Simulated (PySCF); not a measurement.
**Bond curve of TeCl**

Set-up: basis Te def2-SVP with ECP28, Cl def2-SVP; scalar-relativistic core potentials; PySCF 2.14. Energies in eV from Te + Cl in their ground configurations at the same level. State: ²Π (doublet), unpaired electrons π ↑.

All columns are PBE. A positive dipole means Te(−)Cl(+).

```json
{"R (Å)": "2.028", "E (eV)": "-1.485", "μ (D)": "-0.19", "Mulliken charge on Te (basis-dependent)": "0.10", "HOMO (eV)": "-4.60", "LUMO (eV)": "-4.61", "Mayer bond order": "1.29", "⟨S²⟩": "0.75"}
{"R (Å)": "2.122", "E (eV)": "-2.262", "μ (D)": "-0.56", "Mulliken charge on Te (basis-dependent)": "0.13", "HOMO (eV)": "-4.78", "LUMO (eV)": "-4.78", "Mayer bond order": "1.25", "⟨S²⟩": "0.75"}
{"R (Å)": "2.216", "E (eV)": "-2.693", "μ (D)": "-0.91", "Mulliken charge on Te (basis-dependent)": "0.16", "HOMO (eV)": "-4.94", "LUMO (eV)": "-4.95", "Mayer bond order": "1.22", "⟨S²⟩": "0.75"}
{"R (Å)": "2.287", "E (eV)": "-2.854", "μ (D)": "-1.16", "Mulliken charge on Te (basis-dependent)": "0.17", "HOMO (eV)": "-5.06", "LUMO (eV)": "-5.06", "Mayer bond order": "1.20", "⟨S²⟩": "0.75"}
{"R (Å)": "2.358", "E (eV)": "-2.914", "μ (D)": "-1.39", "Mulliken charge on Te (basis-dependent)": "0.18", "HOMO (eV)": "-5.16", "LUMO (eV)": "-5.16", "Mayer bond order": "1.19", "⟨S²⟩": "0.75"}
{"R (Å)": "2.429", "E (eV)": "-2.898", "μ (D)": "-1.61", "Mulliken charge on Te (basis-dependent)": "0.19", "HOMO (eV)": "-5.26", "LUMO (eV)": "-5.26", "Mayer bond order": "1.17", "⟨S²⟩": "0.75"}
{"R (Å)": "2.523", "E (eV)": "-2.794", "μ (D)": "-1.87", "Mulliken charge on Te (basis-dependent)": "0.19", "HOMO (eV)": "-5.38", "LUMO (eV)": "-5.38", "Mayer bond order": "1.16", "⟨S²⟩": "0.75"}
{"R (Å)": "2.641", "E (eV)": "-2.578", "μ (D)": "-2.17", "Mulliken charge on Te (basis-dependent)": "0.20", "HOMO (eV)": "-5.52", "LUMO (eV)": "-5.51", "Mayer bond order": "1.14", "⟨S²⟩": "0.75"}
{"R (Å)": "2.782", "E (eV)": "-2.253", "μ (D)": "-2.49", "Mulliken charge on Te (basis-dependent)": "0.20", "HOMO (eV)": "-5.65", "LUMO (eV)": "-5.64", "Mayer bond order": "1.13", "⟨S²⟩": "0.75"}
{"R (Å)": "2.971", "E (eV)": "-1.789", "μ (D)": "-2.84", "Mulliken charge on Te (basis-dependent)": "0.20", "HOMO (eV)": "-5.80", "LUMO (eV)": "-5.78", "Mayer bond order": "1.10", "⟨S²⟩": "0.76"}
```

A fit through these points gives, at Re = 2.376 Å, μ = -1.45 D and dμ/dR = -3.12 D/Å; the reduced mass is 27.55 u.

Task: How strong is the fundamental in the double-harmonic approximation, I = 42.26·(dμ/dR)²/μred km/mol?

Result: I = 42.26·(-3.12)²/27.55 = 14.9 km/mol at PBE.

Spin–orbit coupling is left out, which matters for elements this heavy, above all for dissociation energies. The state was picked by a PBE0 search and need not be the measured ground state.
